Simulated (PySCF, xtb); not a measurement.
C2H6F2OSi, SMILES C([SiH3])(OC)(F)F.

GFN2-xTB (xtb) at its own geometry gives an orbital gap of 5.59 eV and a dipole moment of 2.03 D.

The structure is a stationary point at B3LYP-D3(BJ)/def2-SVP. This is a generated structure with no PubChem entry under its InChIKey; it may be hypothetical. One conformer was computed; it need not be the lowest.

**Question.** What does PBE/def2-TZVP (PySCF) give? (Estimate from the structure and the level; the computed values follow.)

**Answer.** gap 6.93 eV (levels -7.29 and -0.36 eV), dipole 1.12 D.
